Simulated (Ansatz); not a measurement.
Frontier orbitals of AsBH5N, SMILES `B[AsH]N`.

Z-matrix (Å, degrees):
```
B
As 1 1.972
H 1 1.194 2 117.7
H 1 1.195 2 121.3 3 171.6
N 2 1.855 1 107.5 3 154.9
H 2 1.518 1 98.3 3 51.9
H 5 1.010 2 110.2 1 119.3
H 5 1.011 2 113.0 1 -2.4
```

Charge 0, multiplicity 1. Correlated methods include outer-core shells of As, which these sets cover unevenly. Scalar relativity is left out up to krypton. The geometry is a stationary point of PBE0-D4/def2-TZVP. It is one conformer, not always the lowest. Basis def2-TZVPP, the Gaussian-basis code of Ansatz.

| functional | HOMO (eV) | LUMO (eV) | gap (eV) |
| --- | --- | --- | --- |
| PBE | -5.95 | -2.91 | 3.04 |
| B97M-V | -6.21 | -2.70 | 3.51 |
| PBE0 | -7.03 | -2.02 | 5.01 |
| r2SCAN0 | -7.18 | -1.85 | 5.33 |
| CAM-B3LYP | -8.28 | -0.96 | 7.32 |
| LC-ωPBE | -9.56 | 0.16 | 9.72 |
| ωB97X-V | -9.23 | 0.09 | 9.32 |
| ωB97M-V | -9.14 | -0.12 | 9.02 |
| HF | -9.32 | 1.30 | 10.62 |

A quarter of exact exchange (PBE0) shifts PBE's HOMO by −1.07 eV and its LUMO by +0.89 eV; full exchange at long range (ωB97M-V) shifts them by −3.19 and +2.79 eV. The gap opens from 3.04 to 9.02 eV, since occupied levels lose self-interaction and empty ones feel all the electrons.

LC-ωPBE has ω = 0.4 bohr⁻¹.
